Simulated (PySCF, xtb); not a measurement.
germanium monotelluride (GeTe), SMILES [Ge]=[Te] (connectivity only; charge and spin as stated), neutral, multiplicity 1.

GFN2-xTB (xtb) at its own geometry gives an orbital gap of 2.54 eV and a dipole moment of 2.75 D.

Geometry optimised at PBE0-D3(BJ)/def2-TZVP. The def2 effective core potentials stand for the cores of Te; spin–orbit coupling is left out.

Q: What does PySCF with M06-2X/def2-TZVPD give? (The exact figures need the calculation; the answer reports its results.)

A: gap 6.13 eV (levels -7.99 and -1.86 eV), dipole 1.69 D.
